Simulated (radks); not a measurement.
Values are calculated unless marked as measured or tabulated.
Os61+, configuration [Ne] 3s2 3p3.

Level of theory: scalar-relativistic Kohn-Sham, SCAN, spin-polarised, spherical densities, finite nucleus; open shells are filled with parallel spins first (spin-orbit coupling, left out, can overturn this in heavy ions); meta-GGA in the generalised Kohn-Sham scheme; Fermi nuclear charge, rms radius 5.4126 fm (a radial shooting solver on a logarithmic mesh with Libxc functionals).

Energy parts (hartree):
part                       energy
total                 -13034.9101
kinetic                14822.7798
electron-nucleus      -28922.4530
Hartree                 1232.1001
exchange-correlation    -167.3370

Orbitals (lengths in bohr, moments of r in powers of bohr; r(90%) holds 90 % of the orbital's charge):
orbital  occ.  eigenvalue (hartree)  <1/r>       <r^4>  r(90%)      <r>
1s up       1             -2898.823  90.45   5.117e-07  0.0323  0.01773
1s down     1             -2898.332  90.45   5.116e-07  0.0323  0.01773
2s up       1             -648.3095  21.45  0.00007194   0.115  0.07403
2s down     1             -647.9766  21.44  0.00007167   0.115  0.07401
2p up       3             -588.2301  19.27  0.00005625   0.108  0.06633
2p down     3             -587.7087  19.26  0.00005608   0.108  0.06633
3s up       1             -260.1525  8.632    0.001958   0.260   0.1792
3s down     1             -258.2649  8.607    0.001975   0.261   0.1796
3p up       3             -242.2179  7.994    0.001956   0.261   0.1765

The highest occupied level is 3p up at -6591.1 eV. The spin density at the nucleus is 120.6 e/bohr^3 (1s -121.9, 2s 79.6, 3s 162.8).

Empty levels of this run are not shown, since the potential may be unsettled where no density lies.
